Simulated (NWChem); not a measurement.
Molecule: sulfur tetrafluoride (SF4); SMILES FS(F)(F)F

Problem. Give the equilibrium geometry at PBE0/def2-SVP (NWChem) as an XYZ file, with the point group.

Solution. point group C2v; any orientation.
```
5

F      1.2205     0.0000     0.6168
S      0.0000     0.0000    -0.3878
F      0.0000    -1.6542    -0.2755
F      0.0000     1.6542    -0.2755
F     -1.2205     0.0000     0.6168
```
